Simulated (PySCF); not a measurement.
C₆H₇N₂ (charge -1).
Numbering: `[CH2:1]=[CH:2][c:3]1[n-:4][cH:5][n:6][c:7]1[CH3:8]` (hydrogens: H9, H10 on C1; H11 on C2; H12 on C5; H13, H14, H15 on C8)

Cartesian coordinates in Å at the GFN2-xTB level; atoms count from 1:
```
atom  x, y, z in Å
C1    -2.2117   -1.5153   -0.2040
C2    -0.9249   -1.1618   -0.1230
C3    -0.4271    0.1717   -0.0102
N4    -1.2163    1.2968    0.0284
C5    -0.3410    2.2799    0.1353
N6     0.9558    1.9283    0.1714
C7     0.9098    0.5819    0.0788
C8     2.1516   -0.2520    0.0814
H9    -2.5251   -2.5474   -0.2881
H10   -2.9844   -0.7664   -0.1876
H11   -0.1609   -1.9377   -0.1416
H12   -0.6454    3.3174    0.1905
H13    3.0210    0.3985    0.1693
H14    2.1538   -0.9544    0.9203
H15    2.2402   -0.8314   -0.8426
```

PySCF, density fitting, gas phase, GFN2-xTB geometry. The standard run uses grid level 2 after a coarse-grid start, the def2-universal JK fitting basis (with tight functions added where the orbital basis needs them), an energy threshold of 1e-9 Eh and DIIS. The changed runs have no coarse-grid stage.

Task: Standard PBE0/pcSseg-1: E = -341.932176 Eh, HOMO -0.635 eV, LUMO 4.309 eV, 14 cycles (coarse-grid cycles included). What changes at PBE0/pcSseg-1 with: grid level 1?

Result: E = -341.932138 Eh (+0.038 mEh), HOMO -0.635 eV (0.000), LUMO 4.309 eV (0.000), 11 SCF cycles. Of the changed settings only the grid enters the energy expression; the total energy moves by 0.02 kcal/mol.

The cycles:
```
cycle   1  E = -341.8417207323  dE =  1.329e+00  |g| = 5.457e-01  |ddm| = 3.774e+00
cycle   2  E = -341.8269926201  dE =  1.473e-02  |g| = 6.612e-01  |ddm| = 1.991e+00
cycle   3  E = -341.9297381337  dE = -1.027e-01  |g| = 1.032e-01  |ddm| = 1.008e+00
cycle   4  E = -341.9316349581  dE = -1.897e-03  |g| = 4.693e-02  |ddm| = 1.190e-01
cycle   5  E = -341.9320541861  dE = -4.192e-04  |g| = 1.898e-02  |ddm| = 6.337e-02
cycle   6  E = -341.9321324302  dE = -7.824e-05  |g| = 4.645e-03  |ddm| = 2.251e-02
cycle   7  E = -341.9321372067  dE = -4.776e-06  |g| = 1.307e-03  |ddm| = 5.985e-03
cycle   8  E = -341.9321376242  dE = -4.175e-07  |g| = 3.842e-04  |ddm| = 1.699e-03
cycle   9  E = -341.9321376582  dE = -3.401e-08  |g| = 9.815e-05  |ddm| = 3.929e-04
cycle  10  E = -341.9321376599  dE = -1.704e-09  |g| = 5.396e-05  |ddm| = 1.303e-04
cycle  11  E = -341.9321376606  dE = -7.526e-10  |g| = 8.424e-06  |ddm| = 6.496e-05
```
